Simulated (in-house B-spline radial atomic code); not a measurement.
# Sn⁺: [Kr] 4d10 5s1 5p2 (with a hole in an inner shell)

Level of theory: Dirac-Kohn-Sham LDA VWN5, spherical fractional occupations, Fermi nucleus of rms radius 4.6519 fm; calculated with a radial B-spline atomic code at the basis-set limit.

Effective charges: Z_r = [3n² - l(l+1)]/(2<r>) from the radius, Z_e = n√(-2ε) from the energy, and Slater's rules. Values are occupation-weighted means over j. An effective charge above Z reflects the relativistic contraction of the inner shells.

| shell | electrons | ε (eV) | <r> (bohr) | Z_r | Z_e | Slater |
| --- | --- | --- | --- | --- | --- | --- |
| 1s | 2 | -28969 | 0.02908 | 51.58 | 46.14 | 49.70 |
| 2s | 2 | -4381.1 | 0.1252 | 47.92 | 35.89 | 45.85 |
| 2p | 6 | -3941.8 | 0.1094 | 45.69 | 34.04 | 45.85 |
| 3s | 2 | -852.7 | 0.3397 | 39.74 | 23.75 | 38.75 |
| 3p | 6 | -708.39 | 0.3378 | 37.01 | 21.65 | 38.75 |
| 3d | 10 | -482.78 | 0.3149 | 33.35 | 17.87 | 28.85 |
| 4s | 2 | -143.14 | 0.8183 | 29.33 | 12.97 | 22.25 |
| 4p | 6 | -99.282 | 0.8851 | 25.99 | 10.81 | 22.25 |
| 4d | 10 | -35.378 | 1.095 | 19.18 | 6.45 | 10.85 |
| 5s | 1 | -19.042 | 2.271 | 16.51 | 5.92 | 6.00 |
| 5p | 2 | -11.228 | 2.824 | 12.93 | 4.54 | 6.00 |

The least bound orbital is 5p3/2 at -11.02 eV, and it is also the most diffuse (<r> = 2.858 bohr).

Spin-orbit splittings of the orbital energies (j = l + 1/2 above j = l - 1/2 when positive): 2p 230.3 eV, 3p 42.05 eV, 3d 8.689 eV, 4p 7.658 eV, 4d 1.056 eV, 5p 0.6274 eV.

For the 1s electron the small component carries 3.37 % of the norm, the zero-frequency Breit interaction raises the level by 67.62 eV, self-energy by 38.28 eV, and vacuum polarisation lowers it by 5.039 eV.
